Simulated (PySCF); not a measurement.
## I (iodine, neutral) across methods

[Kr] 4d10 5s1 5p5 6s1, high-spin 4P determinant (an excited configuration). All numbers are calculated (PySCF 2.14, scalar relativity through the core potential, in aug-cc-pVTZ-PP with one added diffuse shell each of d, f type with ECP28MDF (6s5p5d3f, 67 functions)).

| method | E (hartree) | mean ε 5p α (eV) | mean ε 5p β (eV) | mean ε 6s α (eV) | Σ⟨r²⟩ (bohr²) | ⟨S²⟩ |
| --- | --- | --- | --- | --- | --- | --- |
| B97-3 | -295.0749 | -12.740 | -10.720 | -2.210 | 81.33 | 3.757 |
| PW91 | -295.1237 | -11.343 | -9.895 | -1.934 | 80.44 | 3.753 |
| TPSS | -294.9105 | -11.459 | -9.906 | -1.798 | 80.97 | 3.754 |
| LDA | -294.6026 | -11.398 | -10.032 | -2.024 | 80.19 | 3.752 |
| BP86 | -295.1622 | -11.406 | -10.015 | -2.053 | 80.47 | 3.753 |
| PBE0 | -295.0287 | -12.715 | -10.716 | -2.321 | 80.92 | 3.754 |
| PBE | -295.0164 | -11.303 | -9.837 | -1.901 | 80.60 | 3.753 |
| r2SCAN | -295.1371 | -11.910 | -10.061 | -1.932 | 81.30 | 3.758 |

**Question.** Estimate the same row for UHF.

**Answer.** E (hartree) = -293.98350; mean ε 5p α (eV) = -16.117; mean ε 5p β (eV) = -12.095; mean ε 6s α (eV) = -3.148; Σ⟨r²⟩ (bohr²) = 82.89; ⟨S²⟩ = 3.764.

Energies and moments cover only the electrons outside the core potential. The outer electron is Rydberg-like, and this basis confines it to a smaller radius and binds it less than a complete one would.
